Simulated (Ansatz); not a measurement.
An input meant for B(H2S)Cl3 (BH2SCl3) (charge 0, singlet; scaled by 0.96).

```yaml
crystal:
  periodic: [false, false, false]
  atoms:
    - {symbol: B, position_ang: [0.218709, -0.378379, -1.498844]}
    - {symbol: S, position_ang: [0.251413, -0.427865, 2.419570]}
    - {symbol: H, position_ang: [0.969707, 1.884945, 2.824387]}
    - {symbol: H, position_ang: [-2.113722, 0.089823, 2.828274]}
    - {symbol: Cl, position_ang: [3.421561, -0.375997, -2.143355]}
    - {symbol: Cl, position_ang: [-1.374425, 2.365935, -2.290499]}
    - {symbol: Cl, position_ang: [-1.373243, -3.158462, -2.139534]}
basis:
  gaussian: {orbitals: cc-pVTZ-DK}
hamiltonian: {xc: {name: PBE}, pseudopotentials: {relativity: none}}
correlation: {method: rpa}
scf: {lower_state_search: off}
```

```sh
$ ansatz run in.yaml --threads 4 --pin off --events-out ev --progress --plain --max-ram 3916MiB
```

Output, abridged:

```
Functional definition: PBE
1097 factors; integrals over basis functions are off by at most 9.4e-4 eV
mean field evaluation 1: about -49015.9057 eV, gradient 5.3e1 eV
mean field evaluation 2: about -49015.8981 eV, gradient 5.3e1 eV
mean field evaluation 4: about -48766.2293 eV, gradient 2.1e2 eV
mean field evaluation 8: about -49037.6470 eV, gradient 8.2e0 eV
mean field evaluation 16: about -49039.1188 eV, gradient 3.8e-1 eV
mean field evaluation 32: about -49039.1750 eV, gradient 1.3e0 eV
mean field -49039.18771727 eV, -1802.1569086546 hartree, gradient 2.8e-6 eV, S^2 0.000000; 0 other end points of the search recorded, 0 dependent functions left out
21 core orbitals not correlated: weight in the atoms' cores, before any rotation towards them, 1.000 or more for the frozen orbitals, at most 0.000 for the correlated occupied ones
reference -48969.22609605 eV, -1799.5858664963 hartree; 16, 16 occupied and 157, 157 virtual orbitals, 1097 factors
WARN: the results are in doubt because the basis set is contracted for relativity, which is off
Error: the energy between an occupied orbital and the lowest state that it is excited into in its spin channel is -0.4062 eV and must be positive: a state without a gap has no random-phase energy
```

In this input the coordinates are in bohr but typed as ångström. The run stopped with an error.
